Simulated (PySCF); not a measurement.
# Trend along the chalcogens: MH molecules

CCSD(T) with triple-zeta basis sets in PySCF, for the lowest determinant that a PBE0 search found; no spin–orbit coupling. De refers to high-spin ground-configuration atoms.

```csv
M,basis,"reference, frozen orbitals",state (unpaired electrons),Re (Å),ωe (cm⁻¹),De (eV)
O,x2c-TZVPPall,"UHF, 1",doublet (π ↑),0.971,3741,4.48
Se,x2c-TZVPPall,"UHF, 9",doublet (π ↑),1.464,2418,3.30
Te,x2c-TZVPPall,"UHF, 18",doublet (π ↑),1.652,2148,2.91
```

(1) The row for M = S is missing. Estimate Re, ωe and De as the mean of the rows for O and Se, and compare with the calculation.

Correlated steps freeze the inner cores (1 to 18 orbitals); shallow outer-core shells are correlated. Spin–orbit coupling is left out, which matters for elements this heavy, above all for dissociation energies. States were picked by a PBE0 search and need not be the measured ground states.

## Answers

(1) The means are 1.218 Å, 3080 cm⁻¹ and 3.89 eV. UHF-CCSD(T) in x2c-TZVPPall gives SH as a doublet (π ↑) with Re = 1.341 Å, ωe = 2700 cm⁻¹, De = 3.67 eV, so the estimate is off by -12.4 pm, +14 % and +0.22 eV.
